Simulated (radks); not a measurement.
Results of a calculation; reference values are marked as such.
Task: Radial electron density D(r) = 4 pi r^2 rho(r) of an atom or ion with 2 electrons. Level of theory: non-relativistic Kohn-Sham, PBE, spin-polarised, spherical densities, point nucleus (a radial shooting solver on a logarithmic mesh with Libxc functionals).

| r (bohr) | D(r) (e/bohr) |
|---|---|
| 0.01431 | 0.2677 |
| 0.01665 | 0.3527 |
| 0.01954 | 0.4692 |
| 0.02275 | 0.6118 |
| 0.02649 | 0.7928 |
| 0.03083 | 1.020 |
| 0.0359 | 1.301 |
| 0.04212 | 1.663 |
| 0.04904 | 2.075 |
| 0.05709 | 2.555 |
| 0.06646 | 3.097 |
| 0.07737 | 3.688 |
| 0.0908 | 4.334 |
| 0.1057 | 4.928 |
| 0.1231 | 5.450 |
| 0.1433 | 5.837 |
| 0.1681 | 6.027 |
| 0.1957 | 5.945 |
| 0.2278 | 5.582 |
| 0.2652 | 4.949 |
| 0.3088 | 4.109 |
| 0.3624 | 3.112 |
| 0.4218 | 2.183 |
| 0.4911 | 1.384 |
| 0.5717 | 0.7799 |
| 0.6656 | 0.3833 |
| 0.781 | 0.1526 |
| 0.9093 | 0.05245 |
| 1.059 | 0.01448 |

What is the nuclear charge?

Result: Z = 6. The innermost maximum, from 1s, lies near 1/Z = 0.167 bohr (found: 0.174), and its height grows with Z. The density is that of the carbon ion C4+ in [He]; the configuration itself is not fixed sharply by these data. D(r) has 1 maximum, at r = 0.174 bohr.
